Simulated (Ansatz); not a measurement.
Molecule: GeCl₂, net charge 0, triplet state. This is an excited triplet: at this geometry the singlet lies 2.40 eV lower at RI-MP2/CBS(def2-TZVPPD,def2-QZVPPD)+[CCSD(T)-MP2]/def2-TZVPPD. 
Structure (B3LYP-D3(BJ)/def2-TZVP (Ansatz, a quantum-chemistry and plane-wave program) minimum search):
```xyz
3

Ge    -0.0052     0.0050     0.5729
Cl     1.2199     1.4280    -0.5408
Cl    -1.2101    -1.4375    -0.5376
```
Charge 0, spin multiplicity 3.

Parts of the frozen-core correlation energy in 6-31G (Ansatz, hartree). Frozen orbitals: 24; correlated occupied orbitals by spin: 10 and 8; virtual: 21 and 23. UHF or UKS for open shells. No spin-orbit coupling. No relativistic terms.

```
term                             value
-------------------------  -----------
reference (HF)             -2993.96349
MP2 opposite-spin             -0.08319
MP2 same-spin                 -0.02772
CCSD correlation              -0.12829
(T)                           -0.00315
T1 diagnostic                    0.017
largest doubles amplitude        0.034
<S^2> of the reference           2.009
```
